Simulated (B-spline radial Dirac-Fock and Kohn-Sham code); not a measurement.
Total conversion coefficients of Tm against transition energy

These are calculated numbers from an atomic code on a B-spline grid; the model is a Dirac-Hartree-Slater potential of the neutral atom with a Latter tail (no hole, which puts coefficients of high multipoles low close above an edge), finite nucleus with surface currents. Subshells within 1 keV of threshold and pair formation are left out.

```tsv
energy (keV)	E1	E4	E5	M1	M2	M4
12.4	18.4	1.54e+09	2.34e+11	244	106000	8.43e+09
14.3	12.6	5.54e+08	6.61e+10	159	53500	2.76e+09
15.1	10.9	3.77e+08	4.11e+10	136	41200	1.81e+09
20	5.07	5.29e+07	3.77e+09	58.6	10800	2.08e+08
20.1	5.00	5.11e+07	3.61e+09	57.7	10600	2.00e+08
24.7	2.84	1.24e+07	6.70e+08	31.3	4020	4.21e+07
25.8	2.52	9.20e+06	4.72e+08	27.5	3280	3.03e+07
26.1	2.44	8.50e+06	4.30e+08	26.5	3110	2.78e+07
39.8	0.759	483000	1.57e+07	7.60	448	1.24e+06
42.4	0.636	315000	9.65e+06	6.30	337	786000
47	0.478	157000	4.38e+06	4.65	212	376000
50	0.402	104000	2.73e+06	3.88	161	242000
61.9	1.16	24700	540000	12.6	183	54400
100	0.335	1030	14900	3.13	29.2	2500
126	0.182	232	2750	1.61	12.4	656
200	0.0539	13.8	106	0.440	2.37	56.7
289	0.0212	1.83	9.76	0.161	0.678	9.55
338	0.0144	0.846	3.85	0.106	0.406	4.67
500	0.00585	0.156	0.495	0.0380	0.120	0.867
614	0.00376	0.0731	0.199	0.0225	0.0651	0.382
633	0.00353	0.0658	0.175	0.0208	0.0596	0.340
708	0.00281	0.0453	0.112	0.0157	0.0432	0.222
1000	0.00144	0.0161	0.0329	0.00667	0.0167	0.0651
1060	0.00129	0.0138	0.0273	0.00579	0.0143	0.0535
1280	0.000922	0.00839	0.0154	0.00367	0.00874	0.0291
2000	0.000435	0.00290	0.00465	0.00128	0.00288	0.00775
2050	0.000418	0.00274	0.00437	0.00120	0.00271	0.00723
```

Q: How fast do they fall between 1280 and 2050 keV?

A: As powers of the energy: E1 E^-1.68, E4 E^-2.37, E5 E^-2.68, M1 E^-2.37, M2 E^-2.48, M4 E^-2.95. Within one type (E or M) the higher multipoles fall faster.
